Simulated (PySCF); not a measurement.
# Basis and Hamiltonian dependence of the excitation energy of W⁺

W⁺ [Xe] 4f14 5d4 6s1 (6D) → W⁺ [Xe] 4f14 5d3 6s1 6p1 (high-spin determinant). Calculated with PySCF 2.14 from differences of total energies of unrestricted determinants, without spin-orbit coupling. Values in eV.

```
                         basis    Hamiltonian  functions    UHF    PBE   PBE0  MP2 (valence)  CCSD(T) (valence)
aug-cc-pwCVDZ-PP with ECP60MDF            ECP         70  4.852  5.945  5.818          5.251              5.222
         Sapporo-DKH3-TZP-2012  spin-free X2C         94  4.919    n/a    n/a            n/a                n/a
                  ANO-RCC-VTZP  spin-free X2C        104  4.840  5.870  5.755          5.209              5.184
                  x2c-QZVPPall  spin-free X2C        144  4.843    n/a    n/a            n/a                n/a
```

Task: Estimate the row for x2c-TZVPPall with one added diffuse shell each of s, p, d, f type (spin-free X2C, 113 functions).

Result: From the rows with the same Hamiltonian and similar size; the calculation gives UHF 4.84; PBE 5.84; PBE0 5.74; MP2 (valence) 5.05; CCSD(T) (valence) 4.99 (eV).

Frozen in the all-electron rows: valence: [Xe] 4f14; with a core potential, the same shells as far as they lie outside it.

One determinant mixes LS terms of the configuration, so the numbers do not refer to single terms.
